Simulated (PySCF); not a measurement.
**Electric field gradients and quadrupole coupling constants**

2-methyltetrahydrothiophen-3-one, C5H8OS.
SMILES with atom numbers: `[CH3:1][C@H:2]1[S:3][CH2:4][CH2:5][C:6]1=[O:7]` (hydrogens: H8, H9, H10 on C1; H11 on C2; H12, H13 on C4; H14, H15 on C5)

Structure used (GFN2-xTB), in Å, numbered top down from 1:
```
atom  x, y, z in Å
C1    -1.8772    0.5438   -0.1126
C2    -0.8669   -0.6003   -0.1433
S3     0.2257   -0.5177   -1.5981
C4     1.5211    0.3522   -0.6499
C5     1.4652   -0.2429    0.7427
C6     0.0227   -0.5382    1.0899
O7    -0.3975   -0.7023    2.2018
H8    -1.3662    1.5043   -0.1318
H9    -2.5367    0.4828   -0.9744
H10   -2.4702    0.4803    0.7976
H11   -1.3939   -1.5567   -0.1713
H12    1.2951    1.4193   -0.6481
H13    2.4708    0.1847   -1.1513
H14    1.9885   -1.2037    0.7651
H15    1.9150    0.4023    1.4979
```

Field gradients from the PBE0/pcSseg-1 density (PySCF, non-relativistic), principal values in atomic units, ordered |Vxx| ≤ |Vyy| ≤ |Vzz|:

```
atom     Vxx     Vyy      Vzz
  S3  0.6269  2.4435  -3.0703
  O7  0.4852  1.4365  -1.9218
```

Task: Find the asymmetry η = (Vxx − Vyy)/Vzz and the couplings χ = eQV/h (234.96 MHz × Q in barn × V in au), with Q(33S) = −0.0678 b, Q(17O) = −0.0256 b.

Result: 
```csv
atom,environment,nucleus,η,χzz (MHz),χxx (MHz),χyy (MHz)
S3,sulfide sulfur,33S,0.59,48.91,-9.99,-38.93
O7,ketone oxygen,17O,0.50,11.56,-2.92,-8.64
```

Task: What is Vzz at S3 in SI units (1 au = 9.71736 × 10²¹ V/m²)?

Result: -3.0703 au = -29.836 × 10²¹ V/m².

Task: And the gradient at the other heavy atoms, for which no coupling is worked out here?

Result: 
| atom | environment | Vzz (au) | η |
| --- | --- | --- | --- |
| C1 | methyl carbon | 0.123 | 0.22 |
| C2 | sp3 carbon bound to sulfur | 0.230 | 0.22 |
| C4 | sp3 carbon bound to sulfur | 0.252 | 0.33 |
| C5 | sp3 carbon next to a carbonyl | -0.060 | 0.88 |
| C6 | ketone carbonyl carbon | 0.552 | 0.12 |

Task: What couplings would deuterons (Q(2H) = 0.00286 b) have in place of the hydrogens, at this geometry?

Result: 
```tsv
atom	bonded to	bond length (Å)	Vzz (au)	η	χzz (kHz)
H8	C1	1.088	0.3124	0.05	210
H9	C1	1.087	0.3145	0.03	211
H10	C1	1.088	0.3098	0.02	208
H11	C2	1.092	0.2996	0.01	201
H12	C4	1.091	0.3029	0.01	204
H13	C4	1.087	0.3118	0.02	209
H14	C5	1.094	0.2991	0.02	201
H15	C5	1.090	0.3059	0.02	206
```

One conformer (not necessarily the lowest) at the GFN2-xTB geometry, without solvent, vibrations or thermal averaging. GFN2-xTB bond lengths can be off by several hundredths of an ångström, more for odd bonds, and the gradients follow them. These gradients aren't converged with respect to the basis.
